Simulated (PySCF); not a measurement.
CBrF2, charge +1, multiplicity 1. Atoms are numbered in the order given.

```xyz
4

F      0.0000     1.0702    -1.5307
C      0.0000     0.0000    -0.8572
F      0.0000    -1.0702    -1.5307
Br     0.0000     0.0000     0.9342
```
Charge +1, spin multiplicity 1.

The structure is a stationary point at PBE-D3(BJ)/def2-SVP. The spin state was assumed, not searched. The isomer is the one that the SMILES or the coordinates give; other isomers of the formula were not compared.

The numbers are results of PBE-D3(BJ)/def2-SVP in PySCF 2.14.0, not measurements.

Frequencies are harmonic and unscaled.

| mode | ν (cm⁻¹) | IR (km/mol) | moving atoms (share of kinetic energy) |
|---|---|---|---|
| 1 | 351 | 2.0 | F 76 %, C 16 %, Br 9 % |
| 2 | 416 | 0.0 | F 66 %, Br 33 % |
| 3 | 611 | 10.4 | C 85 %, F 14 % |
| 4 | 733 | 27.3 | F 74 %, C 20 % |
| 5 | 1354 | 497.8 | C 69 %, F 31 % |
| 6 | 1494 | 265.0 | C 70 %, F 29 % |
